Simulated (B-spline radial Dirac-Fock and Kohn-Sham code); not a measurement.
Binding energies of Sr in different valence configurations

The computed values come from a radial atomic solver: Dirac-Fock (average of configuration) total-energy differences with a finite nucleus, the Breit interaction including its frequency dependence, and self-energy and vacuum-polarisation corrections. No correlation.

Reference: the tabulated ground configuration [Kr] 5s2, with 2p1/2 2016.8 eV, 2p3/2 1949.5 eV, 3s 369.8 eV, 3p1/2 291.3 eV, 4p1/2 28.51 eV, 4p3/2 27.33 eV, Kα1 14163.5 eV, Kβ1 15832.3 eV, Lα1 1808.2 eV.

**Question.** One of these configurations gives the following shifts from the reference, in eV: average energy +2.12, 2p1/2 -2.64, 2p3/2 -2.64, 3s -2.70, 3p1/2 -2.62, 4p1/2 -1.93, 4p3/2 -1.90, Kα1 +0.20, Kβ1 +0.18, Lα1 -0.08. Which?
A. [Kr] 5s1 5p1
B. [Kr] 4d1 5s1
C. [Kr] 4d2

**Answer.** B. The others give [Kr] 5s1 5p1: 2p1/2 +1.14; [Kr] 4d2: 2p1/2 -4.21.
